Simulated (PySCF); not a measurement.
Structure with atom numbers: `[CH3:1][C:2]#[C:3][C@@H:4]1[CH2:5][C:6]12[CH:7]=[CH:8][CH:9]=[CH:10]2` (H(Xn): hydrogen on atom n). Ha(C5) is cis to C3 on the ring; Hb(C5) is trans to C3 on the ring.

Relativity neglected, equivalent nuclei averaged, single conformer, isolated molecule. Structure optimised with PBE0-D3(BJ)/def2-SVP; NMR shieldings at PBE0/pcSseg-1/GIAO; PySCF 2.14.0 with density-fitted response routines.

**Question.** List the cross peaks expected in HSQC, COSY and HMBC spectra.

**Answer.** 

HSQC (one-bond C–H):
```tsv
δH	δC
6.62 (H(C9))	138.1 (C9)
6.60 (H(C10))	146.7 (C10)
6.57 (H(C8))	138.1 (C8)
6.08 (H(C7))	145.9 (C7)
2.30 (H(C4))	18.0 (C4)
1.86 (H(C1))	4.8 (C1)
1.70 (Ha(C5))	23.5 (C5)
1.64 (Hb(C5))	23.5 (C5)
```

COSY cross peaks (H two or three bonds apart, from the bond graph; peaks can be absent where the dihedral angle is near 90°):
```tsv
δH	δH
6.62 (H(C9))	6.60 (H(C10))
6.62 (H(C9))	6.57 (H(C8))
6.57 (H(C8))	6.08 (H(C7))
2.30 (H(C4))	1.70 (Ha(C5))
2.30 (H(C4))	1.64 (Hb(C5))
1.70 (Ha(C5))	1.64 (Hb(C5))
```

HMBC (two and three bonds, from the bond graph):
```tsv
δH	δC
6.62 (H(C9))	146.7 (C10), 145.9 (C7), 138.1 (C8), 46.5 (C6)
6.60 (H(C10))	145.9 (C7), 138.1 (C9), 138.1 (C8), 46.5 (C6), 23.5 (C5), 18.0 (C4)
6.57 (H(C8))	146.7 (C10), 145.9 (C7), 138.1 (C9), 46.5 (C6)
6.08 (H(C7))	146.7 (C10), 138.1 (C9), 138.1 (C8), 46.5 (C6), 23.5 (C5), 18.0 (C4)
2.30 (H(C4))	146.7 (C10), 145.9 (C7), 85.6 (C3), 80.8 (C2), 46.5 (C6), 23.5 (C5)
1.86 (H(C1))	85.6 (C3), 80.8 (C2)
1.70 (Ha(C5))	146.7 (C10), 145.9 (C7), 85.6 (C3), 46.5 (C6), 18.0 (C4)
1.64 (Hb(C5))	146.7 (C10), 145.9 (C7), 85.6 (C3), 46.5 (C6), 18.0 (C4)
```

Chemical shifts δ = σref − σ; TMS for ¹H (σref 31.27), ¹³C (σref 184.41), all at this level.

Short H···H contacts in this conformer between protons four or more bonds apart (candidates for NOE cross peaks, intensity ∝ r⁻⁶): H(C4)···H(C7) 2.73 Å.

Shifts are as computed. Against solution values, carbons near 30 ppm lie about +2 ppm off and those near 130 ppm about +5 ppm. Of 1211 compounds with measured shifts, 218 miss one by over three times the rms of a fit or turn the order of signals round; such compounds aren't used in these exercises.
